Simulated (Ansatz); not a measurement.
`C[CH2][Mg][F]` + CH₃OH → `C[O][Mg][F]` + `CC` at 700 K and 1 bar (ligand exchange at a Mg–C bond).

Gas-phase electronic energies from Ansatz, PBE0-D4/def2-TZVP geometries. CBS: MP2 limit from def2 TZ/QZ plus the TZ coupled-cluster correction, frozen cores. This one scheme is used for every species. For Mg outer-core shells are correlated without core-valence functions, which leaves a few kJ/mol of doubt a bond. Each species was taken in one conformer, which may not be the lowest.

| species | CCSD(T)/CBS energy (Eh) | H − E (kJ/mol) | S (J/(mol·K)) |
| --- | --- | --- | --- |
| `C[CH2][Mg][F]` | -378.86278 | 236.7 | 416.7 |
| CH₃OH | -115.61712 | 170.8 | 288.5 |
| `C[O][Mg][F]` | -414.81589 | 169.5 | 389.3 |
| `CC` | -79.71954 | 238.1 | 289.3 |

H − E and S are ideal-gas, rigid-rotor, harmonic terms from PBE0-D4/def2-TZVP, for one conformer and one mirror image of each species. 1 Eh = 2625.50 kJ/mol, R = 8.31446 J/(mol·K).

By hand: ΔE, ΔH, ΔS and ΔG.

ΔE = (-414.81589) + (-79.71954) − (-378.86278) − (-115.61712) = -0.05553 Eh = -145.8 kJ/mol. Δ(H − E) = 169.5 + 238.1 − 236.7 − 170.8 = 0.1, so ΔH = -145.7 kJ/mol. ΔS = 389.3 + 289.3 − 416.7 − 288.5 = -26.6 J/(mol·K). ΔG = -145.7 − 700 × (-26.6)/1000 = -127.1 kJ/mol.

By hand: the equilibrium constant, and the temperature at which ΔG would vanish if ΔH and ΔS stayed fixed.

log₁₀ K = −ΔG/(RT ln 10) = 9.5. ΔG = 0 at ΔH/ΔS = 5477 K, far beyond where these terms or the molecules hold.

ΔH outweighs TΔS. A doubt of 5 kJ/mol in ΔE shifts log₁₀ K by 0.4 here. Other conformers and mirror images would add mixing entropy, several J/(mol·K) or more a flexible species. These are equilibria of isolated gas molecules and say nothing of rates. Largest T1 diagnostic: 0.012 (customary marks: 0.02 for closed shells, 0.045 for open ones).
